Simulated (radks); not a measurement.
Species: the thulium ion Tm65+. Configuration: [He] 2s2.

Method: scalar-relativistic Kohn-Sham, r2SCAN, spin-polarised, spherical densities, finite nucleus; meta-GGA in the generalised Kohn-Sham scheme; Fermi nuclear charge, rms radius 5.2256 fm; computed with a radial shooting solver on a logarithmic mesh with Libxc functionals.

Energy parts (eV):
| part | energy |
|---|---|
| total | -171066.77 |
| kinetic | 196295.92 |
| electron-nucleus | -370579.55 |
| Hartree | 4910.97 |
| exchange-correlation | -1694.11 |

Orbitals (lengths in bohr, moments of r in powers of bohr; r(90%) holds 90 % of the orbital's charge):
orbital,occ.,eigenvalue (eV),<r>,<1/r>,r(90%)
1s,2,-66935.36,0.01992,79.32,0.0361
2s,2,-16436.69,0.08112,19.37,0.125

The highest occupied level is 2s at -16436.7 eV. The electron density at the nucleus is 9.87e+05 e/bohr^3 (large components only). The density falls to 0.001 e/bohr^3 at r = 0.30 bohr.
